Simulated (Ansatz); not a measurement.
System: C3H2NS, net charge 0, doublet state. It need not be the lowest isomer of its formula. 
Geometry from a B3LYP-D3(BJ)/def2-TZVP (Ansatz, an electronic-structure program) optimisation:
```xyz
7

C      1.1642    -0.1021    -0.4273
N      0.6310    -1.2317    -0.5052
C     -0.6814    -1.2263    -0.0490
C     -1.1101    -0.0124     0.3819
S      0.1674     1.1593     0.2116
H     -1.2568    -2.1387    -0.0618
H     -2.0753     0.2559     0.7789
```
Charge 0, spin multiplicity 2.

Atomisation energy built up term by term with Ansatz (kcal/mol; UHF references for open shells; valence terms freeze the core; atomic spin-orbit terms are left out). CBS(X,Y): correlation extrapolated as X^-3; Hartree-Fock from the larger set.

The UHF reference is spin-contaminated (<S^2> 0.27 over the pure value in the largest basis). 

```json
[
 {"term": "Hartree-Fock", "basis": "cc-pV(Q+d)Z", "kcal/mol": "474.51"},
 {"term": "CCSD correlation", "basis": "CBS(cc-pV(T+d)Z,cc-pV(Q+d)Z)", "kcal/mol": "218.27"},
 {"term": "(T)", "basis": "CBS(cc-pV(T+d)Z,cc-pV(Q+d)Z)", "kcal/mol": "24.15"},
 {"term": "core correlation", "basis": "cc-pwCVTZ", "kcal/mol": "4.22"},
 {"term": "scalar relativity (X2C)", "basis": "cc-pVTZ-DK against cc-pVTZ", "kcal/mol": "-0.98"},
 {"term": "sum: De", "basis": "", "kcal/mol": "720.2"}
]
```

(T) makes 3.4 % of the CCSD(T) atomisation energy; under 5 % is typical of single-reference molecules.
